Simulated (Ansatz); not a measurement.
Job for Ansatz (a first-principles code): R-CAM-B3LYP/def2-TZVPPD on HF (SMILES F) with ghost functions. Files ending in .json are basis or fitting sets from the Basis Set Exchange.

Ansatz 0.2 input:
```yaml
crystal:
  periodic: [false, false, false]
  atoms:
    - {symbol: F, position_ang: [0.39017373, 0.00140340, 0.46205031]}
    - {symbol: H, position_ang: [-0.15532494, -0.47250319, 1.09499187]}
basis:
  gaussian:
    orbitals: def2-TZVPPD.json
    ghost_atoms:
      - {symbol: O, position_ang: [-0.68993139, -0.78367052, 2.61713479]}
      - {symbol: C, position_ang: [-0.10858271, -0.03410078, 3.37464688]}
      - {symbol: O, position_ang: [0.79193193, 0.86715105, 3.02655266]}
      - {symbol: H, position_ang: [-0.27937249, -0.03180494, 4.45535758]}
      - {symbol: H, position_ang: [0.91964491, 0.83744388, 2.05180507]}
hamiltonian:
  xc: {name: CAM-B3LYP}
scf: {lower_state_search: off}
```

The head of its log:

```
WARN ansatz: RAYON_NUM_THREADS=1 ignored (pool sized by the plan → 1); use --threads N
Functional definition: CAM-B3LYP
these checks for a lower state are left out or cut short: stability, starts, cluster_reference, orbital_swaps, neighbouring_geometries, increment
integrals: 0.12 GiB planned
880 factors; their error is unknown
integrals: 0.15 GiB planned
287 factors; integrals over basis functions are off by at most 3.8e-5 eV
mean field: 0.98 GiB planned
mean field evaluation 1: about -2732.4368 eV, gradient 3.2e1 eV
mean field evaluation 2: about -2731.4124 eV, gradient 4.4e1 eV
```

Q: Predict the final total energy.

A: -100.4686 hartree.
